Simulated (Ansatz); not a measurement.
Born–Oppenheimer molecular dynamics of a periodic cell of 13 atoms, Ti12H (host Ti, host structure hcp, interstitial H). It goes on from the last frame of an earlier run, with new velocities.

All numbers below come from DFT PBE, scalar-relativistic, plane waves, PAW in Ansatz 0.2.0. Settings: accuracy low, cutoff 420 eV, k mesh 2x2x2, fermi-dirac smearing 0.05 eV, no spin polarisation.

```
ensemble                      : NVE (velocity Verlet)
time step                     : 0.75 fs
steps asked                   : 140
starting velocities drawn for : 2100 K
seed                          : 962330
```

First frame:

```xyz
13
Lattice="5.9000 0.0000 0.0000 -4.4250 7.6643 0.0000 0.0000 0.0000 4.6846" Properties=species:S:1:pos:R:3
Ti 0.125 -0.866 0.142
Ti -0.291 2.254 2.013
Ti -1.056 1.779 -0.373
Ti -1.635 4.535 2.634
Ti -2.803 4.836 0.098
Ti -3.423 7.828 2.160
Ti 3.047 -0.300 -0.542
Ti 3.152 1.469 1.635
Ti 2.374 2.330 -0.619
Ti 1.088 4.250 2.515
Ti -0.341 5.442 0.558
Ti 0.304 6.652 2.454
H 4.890 0.627 6.195
```

(1) What does the run give?

(2) What happens to the structure?

(3) How do temperature and energy run in time?

## Answers

(1) The run went to its last step.

```json
{
  "steps done": "140",
  "time covered": "105 fs",
  "mean temperature over the second half": "4423 K",
  "spread of the potential energy over the second half": "64.7 meV per atom",
  "mean potential energy of the second half above the start": "-277.2 meV per atom"
}
```

The conserved energy stayed within 0.11 meV per atom of its start (net change -0.0012 meV per atom), so the integration is sound. The system heated up, since it started high on the potential surface and ran downhill. A run of 0.1 ps of so small a system gives no equilibrium averages. Limits of this set-up: coarse k mesh, odd electron count without spin, low accuracy level.

(2) Mean squared displacements from the first frame to the last, about the centre of mass: Ti 1.13 Å², H 1.45 Å². The details hang on the random start.

(3) 
| time (fs) | T (K) | potential energy less start (eV) | conserved less start (meV/atom) |
| --- | --- | --- | --- |
| 0.0 | 2100 | 0.000 | 0.00 |
| 3.0 | 2062 | 0.059 | 0.02 |
| 6.0 | 2042 | 0.090 | 0.01 |
| 9.0 | 2026 | 0.116 | 0.01 |
| 12.0 | 2025 | 0.116 | 0.02 |
| 15.0 | 2098 | 0.004 | 0.09 |
| 18.0 | 2341 | -0.374 | 0.00 |
| 21.0 | 2607 | -0.788 | -0.07 |
| 24.0 | 2753 | -1.013 | 0.00 |
| 27.0 | 2888 | -1.222 | 0.03 |
| 30.0 | 3085 | -1.527 | 0.03 |
| 33.0 | 3342 | -1.926 | 0.04 |
| 36.0 | 3661 | -2.421 | -0.05 |
| 39.0 | 3897 | -2.788 | -0.08 |
| 42.0 | 4029 | -2.992 | 0.03 |
| 45.0 | 4210 | -3.273 | -0.02 |
| 48.0 | 4439 | -3.628 | 0.01 |
| 51.0 | 4702 | -4.037 | -0.11 |
| 54.0 | 4839 | -4.249 | -0.02 |
| 57.0 | 4915 | -4.367 | -0.08 |
| 60.0 | 4920 | -4.374 | 0.05 |
| 63.0 | 4996 | -4.493 | -0.07 |
| 66.0 | 5000 | -4.499 | -0.04 |
| 69.0 | 4931 | -4.391 | 0.01 |
| 72.0 | 4866 | -4.290 | -0.01 |
| 75.0 | 4776 | -4.151 | -0.04 |
| 78.0 | 4621 | -3.911 | 0.00 |
| 81.0 | 4478 | -3.688 | 0.03 |
| 84.0 | 4392 | -3.555 | 0.00 |
| 87.0 | 4309 | -3.427 | -0.07 |
| 90.0 | 4117 | -3.129 | -0.02 |
| 93.0 | 3894 | -2.782 | 0.05 |
| 96.0 | 3760 | -2.575 | 0.00 |
| 99.0 | 3638 | -2.385 | -0.04 |
| 102.0 | 3443 | -2.083 | 0.00 |
| 105.0 | 3218 | -1.735 | 0.00 |

Run time: 11 min on 1 thread of Arm Neoverse V2 (shared host), peak memory 0.55 GiB.
